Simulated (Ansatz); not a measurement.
Consider the formal hydrolysis of the Si–Cl bond: `Cl[SiH](Cl)[SiH](Cl)Cl` + H₂O → `O[SiH](Cl)[SiH](Cl)Cl` + HCl.

Gas-phase electronic energies from Ansatz, PBE0-D4/def2-TZVP geometries. CCSD(T)/CBS is the MP2 limit (def2-TZVPP, def2-QZVPP) plus CCSD(T) − MP2 in def2-TZVPP, frozen cores. This one scheme is used for every species. DFT in def2-TZVPP. B3LYP here is the variant with VWN-RPA as its local correlation; programs differ in this. One conformer a species, not always the lowest.

Question: Is it downhill or uphill in electronic energy at CCSD(T)/CBS, and by how much? (Best estimate.)

Answer: Ansatz gave: Nearly level: ΔE = -1.0 kJ/mol.

Question: What do these levels give: PBE0-D4, B3LYP-D4, ωB97M-V, PBE, PBE0, B3LYP, HF/def2-TZVPP, MP2/def2-TZVPP, SCS-MP2/def2-TZVPP, CCSD/def2-TZVPP, HF/CBS(def2), MP2/CBS(def2)? (Best estimate.)

Answer: Computed: PBE0-D4 1.6, B3LYP-D4 -4.9, ωB97M-V -4.1, PBE -0.7, PBE0 -0.4, B3LYP -8.5, HF/def2-TZVPP -11.5, MP2/def2-TZVPP -1.9, SCS-MP2/def2-TZVPP -5.8, CCSD/def2-TZVPP -8.1, HF/CBS(def2) -11.9, MP2/CBS(def2) 3.9 kJ/mol.

Largest T1 diagnostic among the species: 0.011.

In def2-TZVPP, CCSD(T) changes the Hartree–Fock value by +4.7 kJ/mol (the triples alone add +1.3 kJ/mol) and MP2 by +9.6 kJ/mol. The D4 term adds +3.6 kJ/mol with B3LYP and +2.0 kJ/mol with PBE0; it sums over pairs of atoms, weighted by their polarisabilities, and B3LYP, whose exchange is more repulsive, gets the larger term.
